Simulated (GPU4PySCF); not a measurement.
F4TCNQ (C₁₂F₄N₄), SMILES N#CC(=c1c(c(F)c(=C(C#N)C#N)c(c1F)F)F)C#N. Heavy atoms are numbered as in [N:1]#[C:2][C:3]([C:4]#[N:5])=[c:6]1[c:7]([F:8])[c:9]([F:10])[c:11](=[C:12]([C:13]#[N:14])[C:15]#[N:16])[c:17]([F:18])[c:19]1[F:20].

Geometry: PBE0-D3(BJ)/def2-TZVP.

Level of theory: PBE/pcSseg-1 (GPU4PySCF).

GIAO shieldings, no solvent; atoms alike by connectivity are averaged. δ = σ(ref) − σ: ¹⁵N against NH3 (σ = 267.0 ppm); ¹³C against TMS (σ = 182.0 ppm); ¹⁹F against CFCl3 (σ = 133.6 ppm), references at their B3LYP-D3(BJ)/def2-TZVP geometries, non-relativistic (references run with PySCF on processors).

```csv
nucleus,atoms,count,δ (ppm)
¹⁵N,N1,4,366.5
¹³C,C7,4,148.9
¹³C,C6,2,136.5
¹³C,C2,4,119.2
¹³C,C3,2,84.8
¹⁹F,F8,4,-161.8
```
